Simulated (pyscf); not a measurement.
PySCF, gas phase, ωB97X-D3(BJ)/def2-SVP geometries. MP2 and CC: frozen core, UHF for open shells. ΔMP2 is the change of the MP2 total energy from the triple- to the quadruple-zeta basis.

Estimate the classical barrier height and the reaction energy of H₂Si=S → :HSi–SH [singlet] at CCSD(T)/def2-TZVPP + ΔMP2(QZVPP). The step runs on the singlet surface, breaks H–Si and forms H–S; take the reactant's lowest minimum found as zero.

ΔE‡ = 226.5 kJ/mol, ΔE = +47.2 kJ/mol. Zero-point energy shifts the barrier by -10.3 kJ/mol. It is a hydrogen shift, with an imaginary mode of 1463i cm⁻¹. This is the saddle that the search found; another between the same sides may lie lower. A restricted solution here is unstable towards spin polarisation, so biradical character is likely and single-reference numbers are less safe. The CCSD(T) − MP2 part came from Ansatz, without density fitting, on the same reference.
